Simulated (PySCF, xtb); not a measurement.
C6H4O, SMILES C#Cc1ccoc1.

xtb with GFN2-xTB at its own geometry gives an orbital gap of 4.36 eV and a dipole moment of 0.25 D.

Geometry optimised at PBE0-D3(BJ)/def2-SVP.

Question: What does PBE/def2-TZVP (PySCF) give? (Estimate from the structure and the level; the computed values follow.)

Answer: gap 4.29 eV (levels -5.67 and -1.38 eV), dipole 0.56 D.
